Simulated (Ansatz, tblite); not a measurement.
Forces on Cs₃⁻ at its PBE/def2-TZVPD geometry. Total charge -1; singlet.

In the def2 sets Cs takes a core potential; there is no spin–orbit coupling. The xTB rows come from tblite. The restricted singlet is unstable towards broken spin symmetry at other levels; at PBE/def2-TZVPD this wasn't settled. At PBE/def2-TZVPD the highest occupied level of the charge -1 singlet lies above zero (up to 0.10 eV). The electron is either unbound and held by the finite basis, or the level is raised by self-interaction error. The structure comes from a short search, and lower isomers may exist.

GFN2-xTB (tblite), largest force 0.14 eV/Å:

```xyz
3
positions Å, forces eV/Å
Cs    4.845   -1.398   -1.051   -0.136    0.039    0.029
Cs   -0.009   -0.026    0.018    0.002    0.000   -0.001
Cs   -4.836    1.424    1.034    0.134   -0.039   -0.029
```

PBE/def2-TZVPD (Ansatz), largest force 0.01 eV/Å:

```
Cs -0.012 0.003 0.003
Cs 0.002 0.000 -0.001
Cs 0.009 -0.003 -0.002
```
